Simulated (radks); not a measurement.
Valence configurations of neutral tin (all share [Kr]). Calculated with a radial shooting solver on a logarithmic mesh with Libxc functionals: scalar-relativistic Kohn-Sham, r2SCAN, spin-unpolarised, spherical densities, finite nucleus; meta-GGA in the generalised Kohn-Sham scheme; Fermi nuclear charge, rms radius 4.6519 fm. Energies are relative to 4d10 5s2 5p2; eigenvalues in eV.

4d10 5s2 5p2: E (eV) 0.000; e(4d) -26.625; e(5p) -3.756; e(5s) -10.883
4d10 5s1.5 5p2.5: E (eV) 3.580; e(4d) -27.402; e(5p) -4.097; e(5s) -11.294
4d10 5s1 5p3: E (eV) 7.194; e(4d) -28.151; e(5p) -4.414; e(5s) -11.678
4d9.5 5s2 5p2.5: E (eV) 12.008; e(4d) -29.525; e(5p) -4.352; e(5s) -11.905
4d10 5p4: E (eV) 14.519; e(4d) -29.584; e(5p) -4.995
4d9.5 5s1.5 5p3: E (eV) 15.800; e(4d) -30.259; e(5p) -4.671; e(5s) -12.291
4d9 5s2 5p3: E (eV) 25.167; e(4d) -32.403; e(5p) -4.929; e(5s) -12.889
4d8.5 5s2 5p3.5: E (eV) 39.475; e(4d) -35.264; e(5p) -5.491; e(5s) -13.842

NIST lists [Kr] 4d10 5s2 5p2 as the ground configuration; this level of theory agrees among the configurations tried. The energies are those of spherical spin-averaged densities, not of single terms.
